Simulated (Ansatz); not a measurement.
Cartesian coordinates in Å:
```
C 1.3101 -0.3055 0.6172
S -0.3817 -0.7477 1.1353
In -1.6288 0.2542 -0.5699
F -0.7325 1.2203 -1.9960
F -3.5447 0.2791 -0.8074
H 1.5583 -0.7345 -0.3512
H 1.9636 -0.7381 1.3750
H 1.4558 0.7723 0.5970
```

The species carries charge 0 and has multiplicity 1. In takes the def2 core potential.

List the r2SCAN/def2-TZVPP orbital energies in eV (the Gaussian-basis code of Ansatz). (Estimate.)

The calculation gave: Occupied: -2409.98, -664.98, -664.86, -274.54, -214.35, -158.44, -158.36, -158.22, -126.52, -83.27, -82.97, -82.95, -29.39, -29.26, -21.25, -20.43, -20.41, -20.38, -20.19, -20.03, -16.79, -12.05, -11.56, -11.22, -10.25, -9.70, -9.34, -9.19, -9.01, -8.90, -8.07, -6.88. Lowest empty: -3.11, -1.67, -0.93, 1.00, 1.22, 2.02, 2.05, 2.36.
